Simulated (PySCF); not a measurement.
A side-by-side comparison of computed properties.

First species: SnH2Me(NHiPr), C4H13NSn.
Cartesian coordinates in Å at the PBE0-D3(BJ)/def2-SVP level; atoms count from 1:
```xyz
19
C4H13NSn angstrom
Sn     0.4683    1.5561    0.1030
H      0.8005    1.4546    1.7958
H      1.9489    1.7144   -0.7496
C     -0.8568    3.1921   -0.3111
H     -0.3627    4.1490   -0.0897
H     -1.7640    3.1133    0.3052
H     -1.1431    3.1758   -1.3722
N     -0.5174   -0.0793   -0.6433
C     -0.1526   -1.4525   -0.3414
C     -0.6241   -1.9222    1.0344
C      1.3466   -1.6496   -0.5050
H     -1.5258    0.0490   -0.5963
H     -0.6450   -2.0963   -1.0981
H     -0.1325   -1.3404    1.8322
H     -0.4014   -2.9884    1.2029
H     -1.7119   -1.7855    1.1429
H      1.9081   -1.0690    0.2487
H      1.6254   -2.7054   -0.3721
H      1.6766   -1.3221   -1.5019
```

Second species: SnH2Me(NMeEt), C₄H₁₃NSn.
Bonds: Sn1–C4, Sn1–N8, N8–C9, N8–C10, C10–C11. Hydrogens: H2, H3 on Sn1; H5, H6, H7 on C4; H12, H13, H14 on C9; H15, H16 on C10; H17, H18, H19 on C11.

Levels: wB97X-D/def2-SVPD for HOMO energy, LUMO energy, HOMO–LUMO gap and static isotropic polarisability; TDDFT wB97X-D/def2-SVPD for lowest singlet excitation; TDA wB97X-D/def2-SVPD for lowest triplet excitation (Tamm–Dancoff). Geometries: PBE0-D3(BJ)/def2-SVP. All species are isolated and taken at one optimised geometry (atoms past krypton carry core potentials, spin–orbit coupling is left out); the electronic structure was computed with PySCF and density fitting.

Values for the first species:

* HOMO energy: -8.16 eV
* LUMO energy: 1.75 eV
* HOMO–LUMO gap: 9.91 eV
* Lowest singlet excitation: 5.74 eV
* Lowest triplet excitation (Tamm–Dancoff): 5.23 eV
* Static isotropic polarisability: 99.3 au

(1) Estimate the same properties for the second species, and the change in each.

Results:

(1) 
```tsv
property	first	second	second less first
HOMO energy	-8.16 eV	-7.66 eV	+0.50 eV
LUMO energy	1.75 eV	1.78 eV	+0.03 eV
HOMO–LUMO gap	9.91 eV	9.44 eV	-0.47 eV
lowest singlet excitation	5.74 eV	5.35 eV	-0.39 eV
lowest triplet excitation (Tamm–Dancoff)	5.23 eV	4.87 eV	-0.36 eV
static isotropic polarisability	99.3 au	100.0 au	+0.7 au
```

On the first: No computed singlet falls in the visible range (750 to 380 nm, 1.65 to 3.26 eV); S1 lies 2.48 eV above its blue end. S1 lies 4.17 eV below the HOMO–LUMO gap. Atoms past krypton carry effective core potentials; spin–orbit coupling is left out.

On the second: No computed singlet falls in the visible range (750 to 380 nm, 1.65 to 3.26 eV); S1 lies 2.09 eV above its blue end. The vertical singlet–triplet gap S1 − T1 is 0.48 eV (TDDFT singlet less Tamm–Dancoff triplet). Atoms past krypton carry effective core potentials; spin–orbit coupling is left out.

One conformer stands for the species.
